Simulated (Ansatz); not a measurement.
Input for Ansatz (a quantum-chemistry and plane-wave program): R-CCSD(T)/cc-pV(T+d)Z on ClH2NSi (SMILES N[Si]Cl), a point of a torsion scan. Files ending in .json are basis or fitting sets from the Basis Set Exchange.

Ansatz 0.2 input:
```yaml
crystal:
  periodic: [false, false, false]
  atoms:
    - {symbol: N, position_ang: [-0.66167550, -0.01395742, 0.05815731]}
    - {symbol: Si, position_ang: [0.75108863, -0.91023251, 0.39173791]}
    - {symbol: Cl, position_ang: [1.88326682, 0.62179961, 1.24547683]}
    - {symbol: H, position_ang: [-0.77662877, 0.96918812, 0.26825396]}
    - {symbol: H, position_ang: [-1.47878861, -0.41209457, -0.37280405]}
basis:
  gaussian:
    orbitals: cc-pV_T+d_Z.json
magnetization: {spin_polarized: false}
correlation: {method: ccsd_t, electrons: outside_noble_gas}
scf: {lower_state_search: off}
```

The log:

```
WARN ansatz: RAYON_NUM_THREADS=1 ignored (pool sized by the plan → 1); use --threads N
Functional definition: HF
these checks for a lower state are left out or cut short: stability, starts, cluster_reference, orbital_swaps, neighbouring_geometries, increment
integrals: 0.26 GiB planned
815 factors; integrals over basis functions are off by at most 8.9e-4 eV
mean field: 0.33 GiB planned
mean field evaluation 1: about -21879.7921 eV, gradient 3.4e1 eV
mean field evaluation 2: about -21879.9179 eV, gradient 3.4e1 eV
mean field evaluation 4: about -21882.3966 eV, gradient 2.6e0 eV
mean field evaluation 8: about -21882.4391 eV, gradient 2.3e-1 eV
mean field -21882.43950564 eV, -804.1648193819 hartree, gradient 3.9e-6 eV, S^2 0.000000; 0 other end points of the search recorded, 0 dependent functions left out
11 core orbitals not correlated
reference -21882.43950564 eV, -804.1648193819 hartree; 9, 9 occupied and 116, 116 virtual orbitals, 815 factors
second order -13.70334146 eV of doubles, -0.00000000 eV of singles
coupled cluster: 0.71 GiB planned
cycle   1  -14.18398287 eV  change   -4.8e-1 eV  update   8.3e-2
cycle   2  -14.53252299 eV  change   -3.5e-1 eV  update   2.7e-2
cycle   3  -14.60384816 eV  change   -7.1e-2 eV  update   1.4e-2
cycle   4  -14.59197308 eV  change    1.2e-2 eV  update   3.7e-3
cycle   5  -14.59165140 eV  change    3.2e-4 eV  update   1.7e-3
cycle   6  -14.59177926 eV  change   -1.3e-4 eV  update   5.6e-4
cycle   7  -14.59161872 eV  change    1.6e-4 eV  update   2.2e-4
cycle   8  -14.59167103 eV  change   -5.2e-5 eV  update   7.1e-5
cycle   9  -14.59168222 eV  change   -1.1e-5 eV  update   2.7e-5
cycle  10  -14.59166904 eV  change    1.3e-5 eV  update   8.6e-6
perturbative correction -0.63036249 eV, -0.0231653943 hartree
Total energy: -21897.66153717 eV, -804.7242187230 hartree
Checks for a lower state left out: stability, starts, cluster_reference, orbital_swaps, neighbouring_geometries, increment
```

The calculation finished and met its thresholds.

Cost: roughly 8 core-seconds.
